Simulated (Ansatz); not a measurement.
Cost and result up the ladder for the cluster SiB7 (8 atoms). The state is a doublet with charge 0. Geometry: PBE-D4/def2-SVP.

```tsv
atom	x (Å)	y (Å)	z (Å)
B1	-0.4930	0.5871	-2.0520
B2	-1.8877	1.2300	-1.9000
B3	0.3522	-0.0263	-0.8286
B4	-1.2463	0.6855	-0.5062
B5	1.1321	-0.6227	0.4666
B6	-0.4288	0.0765	0.7629
B7	0.4363	-0.5478	1.9786
Si8	2.1352	-1.3823	2.0788
```

Ansatz on 4 threads of Arm Neoverse V1 on a shared host. Times are rough, and most runs start from the orbitals of an earlier one. ωB97M-V/def2-TZVP serves as the yardstick here, not as an exact answer. Differences are given only for rows in sets of like size (and for xTB, whose basis is part of the method), since another set adds its own error. Binding counts from free atoms at the same level (B doublet, Si triplet; other spins of the atoms weren't run), without zero-point energy or a counterpoise term.

Correlated methods freeze 12 core orbitals. The rows differ in basis, and correlated rows in double-zeta sets carry the largest basis error. Another isomer (doublet) lies 0.24 eV lower at PBE0-D4/def2-TZVP; other spin states weren't run for this one.

Correlated methods converge slowly with the basis, most of all in double-zeta sets.

| level | functions | wall time | binding energy per atom (eV) | difference from ωB97M-V/def2-TZVP (eV) | remarks |
| --- | --- | --- | --- | --- | --- |
| PBE-D4/def2-TZVP (with forces) | 254 | 6.5 s | 4.64 | 0.38 | – |
| PBE0-D4/def2-TZVP | 254 | 13 s | 4.49 | 0.23 | – |
| r2SCAN-D4/def2-TZVP | 254 | 13 s | 4.52 | 0.26 | spin-contaminated (⟨S²⟩ 0.84) |
| BHLYP-D4/def2-TZVP | 254 | 15 s | 4.07 | -0.19 | spin-contaminated (⟨S²⟩ 0.84) |
| CCSD(T)/def2-SVP | 116 | 25 s | 4.05 | – | spin-contaminated (⟨S²⟩ 1.22) |
| ωB97M-V/def2-TZVP | 254 | 25 s | 4.26 | 0.00 | – |
